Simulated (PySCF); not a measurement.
C₄H₄ClF, SMILES CC=C=C(F)Cl.

Geometry optimised at B3LYP-D3(BJ)/def2-SVP.

Two levels are set side by side: PBE/def2-TZVP (PySCF) and HF/def2-TZVP (PySCF). Same geometry, gas phase. Differences are taken from unrounded values.

| quantity | HF |
|---|---|
| orbital gap (eV) | 13.13 |
| highest occupied level (eV) | -10.01 |
| lowest empty level (eV) | 3.12 |
| dipole moment (D) | 2.98 |
| mean polarisability (bohr³) | 63.3 |

Q: What does PBE give, and how far is it from HF? (The exact figures need the calculation; the answer reports its results.)

A: 
| quantity | PBE | PBE minus HF |
|---|---|---|
| orbital gap (eV) | 4.11 | -9.02 |
| highest occupied level (eV) | -6.01 | 4.01 |
| lowest empty level (eV) | -1.89 | -5.01 |
| dipole moment (D) | 2.47 | -0.51 |
| mean polarisability (bohr³) | 67.5 | 4.2 |

PBE's occupied levels lie high since its potential decays too fast outside the molecule; exact exchange lowers them and widens the gap. Loosely held outer electrons make PBE densities more polarisable. Differences between two approximate levels are no errors against the true value.

Rough cost on one machine, each run with all the roots and properties that it gave: HF against PBE about 1/3.
